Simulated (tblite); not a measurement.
Parent: `[CH3:1][CH2:2][NH:3][SiH2:4][CH2:5][CH3:6]` with C1–C2–N3–Si4 84°, C2–N3–Si4–C5 180°, N3–Si4–C5–C6 -175°, C4H13NSi.

Structures optimised with GFN2-xTB, isolated species. One conformer each, not checked by frequencies here.

```
coordinate of the parent    value
                   C1–C2  1.527 Å
                   C2–N3  1.442 Å
                  N3–Si4  1.717 Å
                  Si4–C5  1.896 Å
                   C5–C6  1.521 Å
                C1–C2–N3   113.3°
               C2–N3–Si4   122.3°
               N3–Si4–C5   106.5°
               Si4–C5–C6   111.5°
```

Question: How does the shared frame change in `[CH3:1][CH2:2][NH:3][SiH2:4][C@H:5]([CH3:6])[CH:7]=[O:8]` with C1–C2–N3–Si4 146°, C2–N3–Si4–C5 -170°, N3–Si4–C5–C6 60°, Si4–C5–C7–O8 -80°, C5H13NOSi? Atoms pair as C1 = C1, C2 = C2, N3 = N3, Si4 = Si4, C5 = C5, C6 = C6 (parent first).

Answer: 
```json
{"parent": "C1–C2", "relative": "C1–C2", "value in the relative": "1.524 Å", "change": "-0.003"}
{"parent": "C2–N3", "relative": "C2–N3", "value in the relative": "1.447 Å", "change": "+0.005"}
{"parent": "N3–Si4", "relative": "N3–Si4", "value in the relative": "1.710 Å", "change": "-0.007"}
{"parent": "Si4–C5", "relative": "Si4–C5", "value in the relative": "1.929 Å", "change": "+0.033"}
{"parent": "C5–C6", "relative": "C5–C6", "value in the relative": "1.520 Å", "change": "-0.001"}
{"parent": "C1–C2–N3", "relative": "C1–C2–N3", "value in the relative": "110.9°", "change": "-2.4"}
{"parent": "C2–N3–Si4", "relative": "C2–N3–Si4", "value in the relative": "124.2°", "change": "+1.9"}
{"parent": "N3–Si4–C5", "relative": "N3–Si4–C5", "value in the relative": "106.0°", "change": "-0.5"}
{"parent": "Si4–C5–C6", "relative": "Si4–C5–C6", "value in the relative": "112.2°", "change": "+0.7"}
```

Of the parent's bonds, Si4–C5 changes most (+0.033 Å). Bonds of the relative outside the shared frame: C5–C7 1.470, C7=O8 1.206 Å. Point group C1 → C1.

These are computed values.
